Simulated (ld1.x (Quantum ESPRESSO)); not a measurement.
Zr (Z = 40): one change to a TM semilocal potential, before and after

```json
{
 "Element": "zirconium (Zr)",
 "Generator": "ld1.x (Quantum ESPRESSO) 7.5",
 "Type": "norm-conserving Troullier–Martins (semilocal form)",
 "Functional": "PBE",
 "Relativity": "scalar-relativistic",
 "Frozen core": "[Kr]",
 "Valence charge": "4",
 "Reference configuration": "4d2 5s1.5 5p0 (charge +0.5)",
 "Partial waves": "5s (bound): rc 2.90 bohr; 5p (bound, empty): rc 4.05 bohr; 4d (bound): rc 1.80 bohr",
 "Local potential": "the d channel",
 "Core correction": "none"
}
```

All-electron outer shells of the reference configuration (PBE, scalar-relativistic, ld1.x):

```tsv
shell	level (eV)	outermost node (bohr)	outermost maximum (bohr)
4p	-35.65	0.56	1.17
5s	-7.11	1.46	3.08
4d	-6.66	0.58	1.59
5p	-3.77	1.69	3.90
```

Change: core correction a·sin(br)/r model core inside 1.82 bohr.

Cutoffs: the cutoffs (Ry, on a coarse ladder) from which the occupation-weighted sum of valence levels, in a spherical-Bessel basis at the reference potential, stays within 10 and 1 mRy of its value at 400 Ry; they do not see the model core or the augmentation charge, which bear on the density cutoff. Errors are all-electron minus pseudo energies relative to the spin-unpolarised reference configuration.

Question: How do hardness, ghosts and transferability respond?

Answer: The potential gets neither clearly harder nor softer (30 Ry and 40 Ry → 30 Ry and 40 Ry); of the 7 tests that both files solve, the error grows in 2 and shrinks in 4 by more than 15 % and 0.3 meV (median size 14.2 → 9.8 meV); neither file shows a bound ghost. A semilocal file is local in each channel, so a ghost entry of none says nothing of the separable form that plane-wave codes build from it. A model core, the more so a compact one, raises the density cutoff, which this test does not measure.

| quantity | base | changed |
| --- | --- | --- |
| cutoff, loose | 30 Ry | 30 Ry |
| cutoff, tight | 40 Ry | 40 Ry |
| bound ghosts | none | none |
| error for 4d2 5s2 5p0, meV [ΔE -2.88 eV] | +1.9 | -0.5 |
| error for 4d2 5s1 5p0, meV [ΔE 4.26 eV] | +4.4 | -2.1 |
| error for 4d2 5s0 5p0, meV [ΔE 17.20 eV] | +149 | -26 |
| error for 4d2 5s1 5p1, meV [ΔE 0.16 eV] | +1.2 | -2.5 |
| error for 4d2 5s0 5p2, meV [ΔE 3.33 eV] | +14 | -13 |
| error for 4d1 5s2 5p0, meV [ΔE 4.78 eV] | +43 | -117 |
| error for 4d2 5s0 5p1, meV [ΔE 7.97 eV] | +29 | -9.8 |
| s: phases at 4.39 bohr within 0.05 rad from the reference energy up to (Ry; the scan ends near 5) | 0.6 | 0.6 |
| p: phases at 4.39 bohr within 0.05 rad from the reference energy up to (Ry; the scan ends near 5) | 0.9 | 0.9 |
| d: phases at 4.39 bohr within 0.05 rad from the reference energy up to (Ry; the scan ends near 5) | to the end of the scan | to the end of the scan |
